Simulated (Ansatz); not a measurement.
A nudged elastic band was laid between two geometries of CH4F2Si + FH + FH (12 atoms, charge 0, multiplicity 1).

The calculation used Ansatz 0.2.0, RKS B3LYP/cc-pVDZ.

| Quantity | Value |
| --- | --- |
| movable images | 9 |
| climbing image | yes |
| spring | 5.0 eV/Å² |
| optimiser | quadratic models (default) |
| start path | through a guess of the saddle point |
| force threshold | 0.03 eV/Å |
| iteration limit | 60 |
| end points | relaxed |

Initial state:

```xyz
12
Properties=species:S:1:pos:R:3
Si -1.009 -0.500 -0.280
C -0.603 -0.146 1.493
F 0.375 -1.048 -1.071
F -1.986 -1.821 -0.353
H -1.630 0.533 -1.133
H 1.480 1.433 -0.861
F 0.692 1.803 -0.477
H 1.798 -0.353 -1.407
F 2.472 0.315 -1.465
H 0.155 0.648 1.543
H -0.233 -1.057 1.989
H -1.509 0.193 2.021
```

Final state:

```xyz
12
Properties=species:S:1:pos:R:3
Si -1.087 0.031 -1.913
C 0.340 -0.128 2.226
F -0.290 -0.662 -3.142
F -1.268 -1.038 -0.707
H -2.385 0.563 -2.350
H 1.508 0.644 -0.859
F -0.163 1.270 -1.351
H 0.954 -0.176 1.316
F 1.988 -0.155 -0.812
H 0.258 0.913 2.573
H 0.808 -0.737 3.014
H -0.663 -0.524 2.006
```

Q: What changes between the two ends?

A: Bonds broken: Si1–C2, H6–F7, H8–F9. Bonds formed: Si1–F7, C2–H8, H6–F9. CH4F2Si + FH + FH becomes CH4 + F3HSi + FH.

Q: Give the energies along the band, and the barrier.

A: The forces met the threshold. The highest image is number 5 of 0 to 10, 40.5 kcal/mol above the first end and 58.8 kcal/mol above the last; the last end lies 18.3 kcal/mol below the first. Neighbouring images differ by up to 1.5 eV, so the band resolves the path poorly. A vibrational analysis at the climbing image gives one clearly imaginary mode, 1252i cm⁻¹: a first-order saddle point. The orbitals stay closed-shell, which can raise the energy where a bond breaks towards radicals; this wasn't checked here.

```json
{"image": "0", "path coordinate (Å)": "0.00", "energy (kcal/mol)": "0.0", "Si1–C2 (Å)": "1.85", "H6–F7 (Å)": "0.95", "H8–F9 (Å)": "0.95"}
{"image": "1", "path coordinate (Å)": "0.78", "energy (kcal/mol)": "0.1", "Si1–C2 (Å)": "1.85", "H6–F7 (Å)": "0.95", "H8–F9 (Å)": "0.95"}
{"image": "2", "path coordinate (Å)": "1.56", "energy (kcal/mol)": "1.1", "Si1–C2 (Å)": "1.86", "H6–F7 (Å)": "0.95", "H8–F9 (Å)": "0.95"}
{"image": "3", "path coordinate (Å)": "2.35", "energy (kcal/mol)": "8.2", "Si1–C2 (Å)": "1.87", "H6–F7 (Å)": "0.95", "H8–F9 (Å)": "0.94"}
{"image": "4", "path coordinate (Å)": "3.13", "energy (kcal/mol)": "17.5", "Si1–C2 (Å)": "1.91", "H6–F7 (Å)": "0.96", "H8–F9 (Å)": "0.95"}
{"image": "5", "path coordinate (Å)": "3.91", "energy (kcal/mol)": "40.5", "Si1–C2 (Å)": "2.06", "H6–F7 (Å)": "1.18", "H8–F9 (Å)": "1.23"}
{"image": "6", "path coordinate (Å)": "5.03", "energy (kcal/mol)": "6.3", "Si1–C2 (Å)": "2.78", "H6–F7 (Å)": "1.63", "H8–F9 (Å)": "1.96"}
{"image": "7", "path coordinate (Å)": "6.14", "energy (kcal/mol)": "-13.6", "Si1–C2 (Å)": "3.46", "H6–F7 (Å)": "1.80", "H8–F9 (Å)": "2.24"}
{"image": "8", "path coordinate (Å)": "7.26", "energy (kcal/mol)": "-18.0", "Si1–C2 (Å)": "4.03", "H6–F7 (Å)": "1.84", "H8–F9 (Å)": "2.34"}
{"image": "9", "path coordinate (Å)": "8.37", "energy (kcal/mol)": "-18.2", "Si1–C2 (Å)": "4.38", "H6–F7 (Å)": "1.85", "H8–F9 (Å)": "2.37"}
{"image": "10", "path coordinate (Å)": "9.49", "energy (kcal/mol)": "-18.3", "Si1–C2 (Å)": "4.38", "H6–F7 (Å)": "1.85", "H8–F9 (Å)": "2.37"}
```

Q: What is the geometry of the highest image?

A: 
```xyz
12
Properties=species:S:1:pos:R:3:forces:R:3
Si -0.822 -0.262 -0.715 0.00 0.00 0.00
C 0.027 -0.129 1.161 0.00 0.00 0.00
F 0.058 -1.009 -1.882 0.00 0.00 0.00
F -1.614 -1.618 -0.155 0.00 0.00 0.00
H -1.999 0.575 -1.013 0.00 0.00 0.00
H 1.277 0.973 -0.910 0.00 0.00 0.00
F 0.180 1.320 -1.166 0.00 0.00 0.00
H 1.068 -0.016 0.316 0.00 0.00 0.00
F 2.035 0.366 -0.347 0.00 0.00 0.00
H 0.728 0.534 1.706 0.00 0.00 0.00
H -0.007 -1.122 1.622 0.00 0.00 0.00
H -0.929 0.386 1.382 0.00 0.00 0.00
```

The run took 4.5 min on 2 threads of AMD EPYC 9R45 96-Core Processor (Zen 5), with other jobs on the host, peak memory 0.31 GiB.
